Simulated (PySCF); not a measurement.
How methods differ on the excitation energy of Rh²⁺

Rh²⁺ [Kr] 4d7 (4F) → Rh²⁺ [Kr] 4d6 5p1 (high-spin determinant), as a difference of total energies. Computed with PySCF 2.14 in x2c-TZVPPall with one added diffuse shell each of s, p, d, f type (9s7p7d3f1g, 95 functions), with scalar relativity by spin-free X2C-1e. Correlated levels: valence: [Kr] frozen. The calculations carry no spin-orbit coupling.

```json
{"method": "UHF", "excitation energy (eV)": "10.673"}
{"method": "MP2 (valence)", "excitation energy (eV)": "11.482"}
{"method": "SCS-MP2 (valence)", "excitation energy (eV)": "11.901"}
{"method": "CCSD (valence)", "excitation energy (eV)": "11.389"}
{"method": "CCSD(T) (valence)", "excitation energy (eV)": "11.393"}
```

Question: How much does correlation contribute at CCSD(T) (valence)?

Answer: 11.393 − (10.673) = 0.720 eV, measured against UHF.

A first-order spin-orbit estimate (lowest level to lowest level, LS coupling) adds 0.197 eV.

The determinant of the upper state mixes LS terms, which raises its energy above the lowest term, most at the Hartree-Fock and MP2 levels.
